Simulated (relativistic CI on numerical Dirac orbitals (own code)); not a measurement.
# Nb³⁹⁺: sensitivity of the levels to the model

Base calculation: Dirac-Coulomb-Breit CI, KLI orbitals optimised for each configuration, model QED (radiative potential, 1s self-energy scaled to tabulated hydrogen-like ionisation energies), unscaled Slater integrals.

Configurations in the expansion: 1s², 1s2s, 1s2p, 1s3s, 1s3p, 1s3d, 1s4s, 1s4p, 1s4d, 1s4f, 1s5s, 1s5p, 1s5d, 1s5f, 1s5g, 1s6s, 1s6p, 1s6d. Levels of other configurations are missing.

The lowest level and the first level of each name with at least 55 % of one term (blank where a level has no safe partner in the second run):

```csv
Level,Base (eV),Shift (eV)
1s² ¹S0,0.0,0.0
1s2s ³S1,16979.4,-0.5
1s2p ³P°0,17032.9,-0.6
1s2p ³P°1,17034.6,-0.5
1s2s ¹S0,17036.0,+0.3
1s2p ³P°2,17150.2,-0.5
1s2p ¹P°1,17177.0,-0.4
1s3s ³S1,20153.2,-0.4
1s3p ³P°0,20167.9,-0.4
1s3s ¹S0,20168.3,-0.2
1s3p ³P°1,20168.4,-0.4
1s3p ³P°2,20202.8,-0.4
1s3d ³D2,20209.4,-0.3
1s3d ³D1,20210.0,-0.3
1s3p ¹P°1,20210.3,-0.4
1s3d ³D3,20221.0,-0.3
1s3d ¹D2,20221.7,-0.3
1s4s ³S1,21252.6,-0.3
1s4p ³P°0,21258.6,-0.4
1s4s ¹S0,21258.8,-0.3
1s4p ³P°1,21258.8,-0.4
1s4p ³P°2,21273.3,-0.4
```

At this charge energies of transitions that change n are usually good to better than 1 %, and those within a shell (Δn = 0) to a few per cent.

Question: One thing was changed in a second run, which moved the levels as shown. Which?
A. one mean potential for all configurations
B. QED terms removed
C. Breit term removed
D. valence Slater integrals scaled by 0.9
E. configuration mixing switched off

Answer: A. One mean potential for all configurations. One potential for all configurations removes the relaxation of the orbitals, which moves whole configurations and changes the integrals a little.

LS names give the leading component of a level, which can be under half, so a name can repeat, a term be missing and a line seem to break the LS rules.
